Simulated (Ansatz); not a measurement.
`[O]=[Mo]([F])([F])([Cl])[Cl]` + HCl → `[O]=[Mo]([F])([Cl])([Cl])[Cl]` + H–F at 600 K and 1 bar (ligand exchange at a Mo–F bond).

Computed with Ansatz on PBE0-D4/def2-TZVP structures; ΔE is electronic, products minus reactants. CBS: MP2 limit from def2 TZ/QZ plus the TZ coupled-cluster correction, frozen cores. This one scheme is used for every species. def2 core potentials past Kr. For Mo outer-core shells are correlated without core-valence functions, which leaves a few kJ/mol of doubt a bond.

| species | CCSD(T)/CBS energy (Eh) | H − E (kJ/mol) | S (J/(mol·K)) |
| --- | --- | --- | --- |
| `[O]=[Mo]([F])([F])([Cl])[Cl]` | -1262.62989 | 86.3 | 452.5 |
| HCl | -460.38127 | 35.4 | 207.2 |
| `[O]=[Mo]([F])([Cl])([Cl])[Cl]` | -1622.61548 | 85.4 | 466.7 |
| H–F | -100.39570 | 42.3 | 194.0 |

H − E and S are ideal-gas, rigid-rotor, harmonic terms from PBE0-D4/def2-TZVP. 1 Eh = 2625.50 kJ/mol, R = 8.31446 J/(mol·K).

Question: By hand: ΔE, ΔH, ΔS and ΔG.

Answer: ΔE = (-1622.61548) + (-100.39570) − (-1262.62989) − (-460.38127) = -0.00002 Eh = -0.1 kJ/mol. Δ(H − E) = 85.4 + 42.3 − 86.3 − 35.4 = 6.0, so ΔH = 5.9 kJ/mol. ΔS = 466.7 + 194.0 − 452.5 − 207.2 = 1.0 J/(mol·K). ΔG = 5.9 − 600 × (1.0)/1000 = 5.3 kJ/mol.

Question: By hand: the equilibrium constant, and the temperature at which ΔG would vanish if ΔH and ΔS stayed fixed.

Answer: log₁₀ K = −ΔG/(RT ln 10) = -0.5. ΔG = 0 at ΔH/ΔS = 5900 K, far beyond where these terms or the molecules hold.

The number of gas molecules stays the same, so ΔS is small and ΔH decides. The sign of ΔG lies within the doubt. A doubt of 5 kJ/mol in ΔE shifts log₁₀ K by 0.4 here. Modes under 60 cm⁻¹, often nearly free rotors, make the harmonic entropy too high. These are equilibria of isolated gas molecules and say nothing of rates. Largest T1 diagnostic: 0.024 (customary marks: 0.02 for closed shells, 0.045 for open ones).
